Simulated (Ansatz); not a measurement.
C3H11BSi⁺, that is BMe2(CH2SiH3) with one electron fewer. Charge 1, multiplicity 2. Geometry PBE0-D4/def2-SVP, that of the neutral singlet; atoms count from 1.

```csv
atom,x (Å),y (Å),z (Å)
B1,0.118,0.538,0.372
C2,0.240,1.840,-0.505
H3,1.274,2.174,-0.681
H4,-0.250,2.644,0.080
H5,-0.298,1.790,-1.464
C6,1.283,0.153,1.359
H7,1.037,-0.623,2.099
H8,1.689,1.036,1.881
H9,2.122,-0.230,0.746
C10,-1.139,-0.382,0.222
Si11,-0.743,-1.757,-1.011
H12,-1.415,-0.897,1.158
H13,-2.021,0.141,-0.185
H14,-0.368,-1.186,-2.342
H15,0.398,-2.594,-0.526
H16,-1.929,-2.648,-1.203
```

Estimate the Mulliken populations from the PBE0/def2-TZVP orbitals of Ansatz.


```csv
atom,charge (e),spin (α − β)
B1,0.13,0.15
C2,-0.40,0.10
H3,0.21,0.05
H4,0.21,0.00
H5,0.18,0.00
C6,-0.40,0.09
H7,0.18,0.01
H8,0.21,0.02
H9,0.21,0.02
C10,-0.32,0.41
Si11,0.14,0.07
H12,0.22,-0.01
H13,0.22,-0.01
H14,0.05,0.00
H15,0.05,0.00
H16,0.11,0.12
```
Mulliken values depend strongly on the basis.

Where does the spin sit?

Summed by element: B 0.15, C 0.59, H 0.19, Si 0.07, of 1 unpaired in all. Largest on single atoms: C10 0.41, B1 0.15, H16 0.12.

And the Mayer bond orders between heavy atoms (over 0.3)?

B1–C2 1.06 (1.57 Å); B1–C6 1.10 (1.57 Å); B1–C10 0.86 (1.56 Å); C10–Si11 0.84 (1.89 Å).
